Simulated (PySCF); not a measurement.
## Static response to an electric field

Compound: C₆H₉NS.
SMILES with atom numbers: `[CH3:1][NH:2][c:3]1[cH:4][cH:5][s:6][c:7]1[CH3:8]` (hydrogens: H9, H10, H11 on C1; H12 on N2; H13 on C4; H14 on C5; H15, H16, H17 on C8)

Cartesian coordinates in Å at the GFN2-xTB level; atoms count from 1:
```
atom  x, y, z in Å
C1     2.398   -0.147   -0.220
N2     1.043   -0.558   -0.505
C3    -0.017    0.221   -0.060
C4     0.069    1.611    0.235
C5    -1.126    2.152    0.576
S6    -2.395    0.995    0.546
C7    -1.295   -0.260    0.071
C8    -1.776   -1.652   -0.166
H9     2.593   -0.002    0.851
H10    3.078   -0.908   -0.599
H11    2.608    0.787   -0.742
H12    0.882   -1.545   -0.358
H13    0.979    2.180    0.194
H14   -1.345    3.166    0.845
H15   -1.249   -2.364    0.473
H16   -2.838   -1.720    0.052
H17   -1.617   -1.946   -1.205
```

Level: CAM-B3LYP/def2-SVPD (PySCF), static field, nuclei fixed, core orbitals frozen in the response. The polarisability tensor in these axes (au):

```
x   119.60  -0.89  -7.42
y    -0.89 103.31   8.48
z    -7.42   8.48  69.21
```

Question: What are the eigenvalues, a third of the trace, and Δα (Δα² = ½Σ(αi − αj)² over the three pairs)?

Answer: Principal values 66.29, 104.89 and 120.93 au; mean 97.37 au = 14.43 Å³ = 16.05 × 10⁻⁴⁰ C²·m²/J; Δα = 48.65 au (50 % of the mean).

Question: What is the dipole moment, and where does it point?

Answer: (1.55, -1.01, 0.25) D, 1.86 D in size, pointing from the negative to the positive side. Measured along this direction, the outermost atoms are H14 at the negative end and H10 at the positive end.

Question: Give the eigenvalues of the traceless quadrupole moment Θ = ½Σq(3rr − r²1), origin at the centre of nuclear charge.

Answer: -9.17, 2.34, 6.83 D·Å. The values depend on the origin, since the dipole doesn't vanish. The electronic extent ⟨r²⟩ about the same centre is 1205 bohr², a root-mean-square distance of 2.23 Å for the 68 electrons.

Question: Find the Langevin capture rate constant for O2+ (31.990 u) meeting this molecule (127.046 u), k = 2.342 × 10⁻⁹ cm³/s × √(α in Å³ / reduced mass in u).

Answer: The reduced mass is 25.56 u, so k = 1.76 × 10⁻⁹ cm³/s. The formula leaves out the permanent dipole, which adds to the capture rate.

Question: What would n − 1 = 2πNα be for an ideal gas of these molecules at 273.15 K and 1 atm, electronic part alone?

Answer: N = p/kT = 2.6868 × 10¹⁹ cm⁻³, so n − 1 = 2π × N × 14.43 × 10⁻²⁴ cm³ = 2436 × 10⁻⁶ at long wavelengths.

Isolated species at its GFN2-xTB geometry (one conformer only).
